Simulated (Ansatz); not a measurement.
Reaction (formal exchange of groups at the Sb–Sb bond): `[F][SbH][SbH2]` + `[AlH3]` → `[F][SbH][AlH2]` + stibine

Computed with Ansatz on PBE0-D4/def2-TZVP structures; ΔE is electronic, products minus reactants. CCSD(T)/CBS is the MP2 limit (def2-TZVPP, def2-QZVPP) plus CCSD(T) − MP2 in def2-TZVPP, frozen cores. This one scheme is used for every species. Functionals use def2-TZVPP. B3LYP here is the variant with VWN-RPA as its local correlation; programs differ in this. def2 core potentials past Kr. For Sb outer-core shells are correlated without core-valence functions, which leaves a few kJ/mol of doubt a bond.

`[F][SbH][SbH2]`:

Z-matrix (Å, degrees):
```
Sb
Sb 1 2.835
F 1 1.926 2 97.4
H 1 1.718 2 88.9 3 -93.6
H 2 1.708 1 90.0 3 -66.9
H 2 1.705 1 89.1 3 25.0
```

`[AlH3]`:

```xyz
4

Al    0.000    0.000    0.000
H     0.202    0.255    1.552
H    -1.132   -0.991   -0.500
H     0.931    0.736   -1.052
```

`[F][SbH][AlH2]`:

Cartesian coordinates in Å:
```
F -2.224 -0.937 0.037
Sb -1.414 0.800 0.310
Al 1.000 0.041 -0.569
H -0.783 0.402 1.863
H 2.218 1.031 -0.316
H 1.204 -1.337 -1.324
```

`[SbH3]`:

Cartesian coordinates in Å:
```
Sb 0.159 0.673 0.203
H 0.816 -0.729 0.923
H 0.436 0.050 -1.362
H -1.412 0.005 0.237
```

```tsv
level	ΔE (eV)
BLYP-D4	0.29
B3LYP-D4	0.27
PBE-QIDH	0.20
r2SCANh	0.21
CAM-B3LYP	0.19
MP2/def2-SVP	0.28
HF/def2-QZVPP	0.21
SCS-MP2/def2-QZVPP	0.29
```

Problem. What does CCSD(T)/CBS give? (Best estimate.)

Solution. The calculation gave: +0.26 eV. The listed levels differ from it by 0.03, 0.01, -0.06, -0.05, -0.07, 0.02, -0.05, 0.03 eV.

Largest T1 diagnostic among the species: 0.015.

At CCSD(T), def2-SVP lies −0.03 eV from the extrapolated value and def2-TZVPP −0.08 eV. The D4 term adds +0.04 eV with B3LYP and +0.02 eV with PBE0; it sums over pairs of atoms, weighted by their polarisabilities, and B3LYP, whose exchange is more repulsive, gets the larger term. Leaving LDA and LC-ωPBE aside and taking each functional with its dispersion term where it has one, the values, not all of them listed here, spread over 0.10 eV, from ωB97X-V to BLYP-D4.
